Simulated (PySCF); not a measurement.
Constitutional and geometric isomers with formula C4H3N. Gas-phase values, no solvent. Strings in code marks are SMILES. All members: neutral, multiplicity 1. Level: B3LYP-D3(BJ)/def2-TZVP (PySCF), beside PBE-D3(BJ)/def2-TZVP // B3LYP-D3(BJ)/def2-TZVP (PySCF) at the same geometries. B3LYP has the VWN-RPA correlation part, as in Gaussian. Delta-SCF ions had no search for a lower state.  The removal energy is E(N − 1 electrons) − E(N electrons) at the parent's geometry.

```json
[
 {"species": "`C#CC#CN`", "vertical ionisation energy (Delta-SCF), PBE (eV)": "8.19", "vertical ionisation energy (Delta-SCF), B3LYP-D3(BJ) (eV)": "8.32"},
 {"species": "`C#CN=C=C`", "vertical ionisation energy (Delta-SCF), PBE (eV)": "8.78", "vertical ionisation energy (Delta-SCF), B3LYP-D3(BJ) (eV)": "8.94"},
 {"species": "`N=c1c2c1C2`", "vertical ionisation energy (Delta-SCF), PBE (eV)": "9.29", "vertical ionisation energy (Delta-SCF), B3LYP-D3(BJ) (eV)": "9.26"},
 {"species": "`N#CC1=CC1`", "vertical ionisation energy (Delta-SCF), PBE (eV)": "10.10", "vertical ionisation energy (Delta-SCF), B3LYP-D3(BJ) (eV)": "10.21"},
 {"species": "`C=C=CC#N`", "vertical ionisation energy (Delta-SCF), PBE (eV)": "10.21", "vertical ionisation energy (Delta-SCF), B3LYP-D3(BJ) (eV)": "withheld"},
 {"species": "`CC#CC#N`", "vertical ionisation energy (Delta-SCF), PBE (eV)": "10.42", "vertical ionisation energy (Delta-SCF), B3LYP-D3(BJ) (eV)": "10.56"},
 {"species": "`C#CCC#N`", "vertical ionisation energy (Delta-SCF), PBE (eV)": "10.60", "vertical ionisation energy (Delta-SCF), B3LYP-D3(BJ) (eV)": "10.85"}
]
```

Problem. Fit y = a + b·x, y being the vertical ionisation energy (Delta-SCF) at the first level, to the 6 complete rows by least squares, with x = the PBE value in eV. Give a, b and the rms residual, and predict the withheld value.

Solution. Means of the 6 rows: x̄ = 9.5633, ȳ = 9.69 eV. Σ(x − x̄)² = 4.6709 and Σ(x − x̄)(y − ȳ) = 4.8134, so b = 1.031 and a = ȳ − b·x̄ = -0.170 eV. The rms residual is 0.079 eV. At x = 10.21 the line gives 10.36 eV. The run for `C=C=CC#N` gave 10.32 eV, so the line is off by 0.04 eV, within twice the rms residual.

Codes: PySCF.
